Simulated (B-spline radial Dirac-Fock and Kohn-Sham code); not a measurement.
## Satellites and hypersatellites of the K lines of O²⁻

System: oxygen as O²⁻ in the configuration 1s2 2s2 2p6, inside a Watson sphere of charge +2 and radius 1.207 Å (a model of the Madelung potential; inside it an electron's potential energy is lowered by 23.9 eV).

The run's input, task.json:

```json
{"items": [{
  "Z": 8,
  "q": -2,
  "cfg": [[1, 0, 2], [2, 0, 2], [2, 1, 6]],
  "A": 16,
  "rrms": 2.6991,
  "watson": [2, 1.207],
  "do": ["binding", "quiet", "double"]
}]}
```

Command: `python xray_run.py task.json out`

Level of theory: ΔSCF Dirac-Fock with Breit, self-energy and vacuum polarisation, finite nucleus, configuration average; a radial atomic solver. Each two-hole energy is an average over J within one jj subconfiguration, not an observable level; in light atoms, where LS coupling holds, the j-resolved values are not observed lines, and for a K spectator the Kα1 hypersatellite is nearly forbidden. The model has no electron correlation.

Lines without a spectator: Kα2 (K-L2) 525.4 eV, Kα1 (K-L3) 525.4 eV. Shifts in eV with one spectator hole (a dash: not computed, or left out as unreliable):

| spectator hole | Kα2 | Kα1 |
| --- | --- | --- |
| L2 (2p1/2) | +1.25 | +2.20 |
| L3 (2p3/2) | +2.17 | +1.86 |

Q: Where does the K-L3 hypersatellite lie, emitted when both K electrons are missing?

A: +75.6 eV from the normal line, at 601.0 eV. Removing both K electrons costs 1160.4 eV, which is 90.19 eV more than twice the K binding energy. In light atoms the observed hypersatellite is the ¹S₀ → ¹P₁ component, which lies below this average, and the triplet component is nearly forbidden.

With n spectator holes in 2p, averaged over the 2p shell (energies in eV):

| n | KαLⁿ | step | hypersatellite KαʰLⁿ |
| --- | --- | --- | --- |
| 0 | 525.4 | – | 601.0 |
| 1 | 527.4 | +2.0 | 604.5 |
| 2 | 530.9 | +3.4 | 609.5 |
| 3 | 535.9 | +5.0 | 616.1 |
| 4 | 542.5 | +6.6 | 624.2 |
| 5 | 550.7 | +8.2 | 633.8 |
